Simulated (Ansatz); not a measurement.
Reaction (ligand exchange at the Si–N bond): `BN([SiH3])[SiH2][SiH3]` + HI → `[SiH3][SiH2]I` + `BN[SiH3]`

Computed with Ansatz on PBE0-D4/def2-TZVP structures; ΔE is electronic, products minus reactants. CCSD(T)/CBS adds triple-zeta CCSD(T) − MP2 to the extrapolated MP2 energy (def2 sets, frozen cores). Functionals use def2-TZVPP. HSE06 is defined as in plane-wave codes. Elements past krypton have def2 core potentials. For I outer-core shells are correlated without core-valence functions, which leaves a few kJ/mol of doubt a bond. Each species was taken in one conformer, which may not be the lowest.

CCSD(T)/CBS gives -51.9 kJ/mol.

Question: Another level gave -56.4 kJ/mol. Which?
A. HSE06/def2-TZVPP
B. revPBE/def2-TZVPP
C. LDA (SPW92)/def2-TZVPP
D. HSE06-D4/def2-TZVPP

Answer: D. HSE06-D4 -56.4, HSE06 -62.1, revPBE -67.9, LDA (SPW92) -47.7 kJ/mol.

Question: What do rigid-rotor, harmonic-oscillator terms from PBE0-D4/def2-TZVP frequencies (298.15 K, 1 bar) make of the CCSD(T)/CBS value? (Estimate.)

Answer: Computed: ΔZPE = +13.0 kJ/mol, ΔH = -41.2 kJ/mol, ΔS = 19 J/(mol·K), ΔG = -46.8 kJ/mol. Modes under 50 cm⁻¹ make the entropy rough.

Largest T1 diagnostic among the species: 0.013.

The D4 term adds +10.7 kJ/mol with B3LYP and +6.2 kJ/mol with PBE0; it sums over pairs of atoms, weighted by their polarisabilities, and B3LYP, whose exchange is more repulsive, gets the larger term. In def2-TZVPP, CCSD(T) changes the Hartree–Fock value by +16.8 kJ/mol (the triples alone add +1.5 kJ/mol) and MP2 by +10.3 kJ/mol. Leaving LDA and LC-ωPBE aside and taking each functional with its dispersion term where it has one, the values, not all of them listed here, spread over 11.1 kJ/mol, from HSE06-D4 to CAM-B3LYP-D4. LDA lies +14.3 kJ/mol from PBE without D4.

B3LYP here is the variant with VWN-RPA as its local correlation; programs differ in this.

CCSD(T)/CBS has its own doubt, a few kJ/mol and more with outer-core shells, so smaller differences from it don't rank the levels.
